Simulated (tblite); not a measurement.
Compound: C2H5BrOSi.
Numbering: `[CH2:1]=[CH:2][O:3][SiH2:4][Br:5]` (hydrogens: H6, H7 on C1; H8 on C2; H9, H10 on Si4)

Computed with GFN2-xTB (tblite), gas phase: nudged elastic band of 9 images (0 to 8), spring 0.2 eV/Å², climbing image at the end, force threshold 0.05 eV/Å. No saddle search or frequency run followed, so the top image need not be a first-order saddle, and its height can exceed the method's true barrier by a kcal/mol or more.

The band describes a rotation about Si4–O3 (oxygen-bound silicon, silyl ether oxygen), followed by the dihedral Br5–Si4–O3–C2, from the optimised start (-62°) to a second optimised geometry at 63°.

Task: How does the energy change from image to image?

Result: 
```tsv
image	dihedral (°)	E (eV)	Si4–O3 (Å)	Br5···C2 (Å)	largest true force (eV/Å)
0	-62	0.000	1.613	3.82	0.01
1	-49	0.011	1.612	3.78	0.03
2	-35	0.035	1.609	3.80	0.04
3	-14	0.058	1.606	3.82	0.04
4	12	0.064	1.605	3.83	0.04
5	34	0.047	1.607	3.84	0.05
6	47	0.025	1.610	3.83	0.05
7	56	0.008	1.613	3.81	0.05
8	63	0.000	1.613	3.83	0.01
```

Barriers of this band. The top is image 4 at 12°: 0.06 eV in either direction, as the ends lie within 0.002 eV of each other (their dihedrals are equal and opposite within 4°). The central bond is 0.008 Å shorter at the top than at the start.

Other torsions move too; by image: C1–C2–O3–Si4 (0, 1, 2, -2, -13, -17, -13, -7, -2°).

Task: What rate follows at 250 K for crossing this barrier forward?

Result: Taking the electronic barrier for the free energy of activation (no zero-point or entropy terms, transmission 1), rate = (kT/h)·exp(−ΔE/kT) ≈ 3 × 10^11 s⁻¹, whose inverse is 4 × 10^-12 s. An error of 1 kcal/mol in the barrier changes this by a factor of 7, and the method and the loose band can each miss by that much or more. The barrier is only 3.0 kT, where transition-state theory is rough.

Task: How long is the path, and how are the images spaced?

Result: Cartesian distances between aligned neighbours (all atoms, Å): 0.51, 0.53, 0.56, 0.55, 0.60, 0.57, 0.51, 0.39; the sum is 4.23 Å, and the top lies 51 % of the way along.

What follows is the cost of the whole band run. On one thread of an AMD EPYC, on a shared host, this took 8.8 s wall and 0.18 GiB of memory at its peak.
